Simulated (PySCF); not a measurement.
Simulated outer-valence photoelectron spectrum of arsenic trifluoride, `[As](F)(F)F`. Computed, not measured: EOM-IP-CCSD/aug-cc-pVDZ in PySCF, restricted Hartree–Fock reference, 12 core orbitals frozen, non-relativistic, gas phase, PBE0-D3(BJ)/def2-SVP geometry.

Each root has a Gaussian of 0.5 eV full width with its one-hole share as area; cross sections and vibrations are left out, and the highest printed point is 100.

(ionisation energy (eV), intensity): (12.0, 0), (12.1, 1), (12.2, 3), (12.3, 8), (12.4, 17), (12.5, 27), (12.6, 36), (12.7, 37), (12.8, 31), (12.9, 21), (13.0, 11), (13.1, 5), (13.2, 2), (13.3, 0), (13.4, 0), (13.5, 0), (13.6, 0), (13.7, 0), (13.8, 0), (13.9, 0), (14.0, 0), (14.1, 0), (14.2, 0), (14.3, 0), (14.4, 0), (14.5, 1), (14.6, 4), (14.7, 11), (14.8, 24), (14.9, 45), (15.0, 69), (15.1, 91), (15.2, 100), (15.3, 92), (15.4, 71), (15.5, 46), (15.6, 28), (15.7, 23), (15.8, 32), (15.9, 50), (16.0, 68), (16.1, 73), (16.2, 64), (16.3, 45), (16.4, 25), (16.5, 12), (16.6, 5), (16.7, 5), (16.8, 10), (16.9, 19), (17.0, 29), (17.1, 36), (17.2, 36), (17.3, 28), (17.4, 18), (17.5, 9), (17.6, 4), (17.7, 1), (17.8, 0)

**Question.** Where are the maxima, and how many lines lie under the curve?

**Answer.** 4 maxima, at 12.7, 15.2, 16.1 and 17.2 eV, from 5 lines (7 roots with degenerate partners counted). At this width some lines have no maximum of their own.

**Question.** List the lines with their holes.

**Answer.** 
```tsv
E (eV)	leading hole (HF orbital)	area	Koopmans (eV)
12.67	HOMO	0.96	13.39
15.06	HOMO-1	0.94	17.67
15.26	HOMO-2/HOMO-3	1.89	17.77
16.09	HOMO-4/HOMO-5	1.88	18.64
17.15	HOMO-6	0.94	19.57
```

The widest gap, 2.39 eV, lies between 12.67 and 15.06 eV. Only orbitals with −ε under 21 eV, eight at most, were ionised, so the high end of the curve may lack lines.
